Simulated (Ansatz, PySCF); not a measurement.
Species: sum formula BN2H3Cl, charge 0, multiplicity 2. It need not be the lowest isomer of its formula. 
Structure (B3LYP-D3(BJ)/def2-TZVP (Ansatz, a program for electronic structure) minimum search):
SMILES: B(Cl)(N)[NH]
```xyz
7

B      0.0466    -0.3602     0.3206
Cl    -0.0317     0.9826    -0.8726
N      1.3477    -0.7143     0.8095
N     -1.1355    -0.9308     0.7883
H      2.0028    -1.0704     0.1146
H     -2.0415    -0.6619     0.4460
H     -1.1416    -1.6556     1.4858
```
Charge 0, spin multiplicity 2.

Dipole moments at this geometry, in debye (magnitudes).

| level | program | dipole (D) |
|---|---|---|
| SVWN5/def2-TZVPD | Ansatz | 2.41 |
| PBE/def2-TZVPD | Ansatz | 2.39 |
| BLYP/def2-TZVPD | Ansatz | 2.38 |
| B97M-V/def2-TZVPD | Ansatz | 2.39 |
| PBE0/def2-TZVPD | Ansatz | 2.42 |
| TPSSh/def2-TZVPD | PySCF | 2.43 |
| r2SCANh/def2-TZVPD | Ansatz | 2.43 |
| r2SCAN0/def2-TZVPD | Ansatz | 2.43 |
| CAM-B3LYP/def2-TZVPD | PySCF | 2.43 |
| LC-wPBE/def2-TZVPD | Ansatz | 2.46 |
| wB97M-V/def2-TZVPD | Ansatz | ? |
| wB97X-V/def2-TZVPD | Ansatz | 2.43 |
| CCSD(T)/aug-cc-pV(D+d)Z | Ansatz | ? |

### Question
What belongs in the gaps?

### Answer

- wB97M-V/def2-TZVPD, dipole (D): 2.41
- CCSD(T)/aug-cc-pV(D+d)Z, dipole (D): 2.43
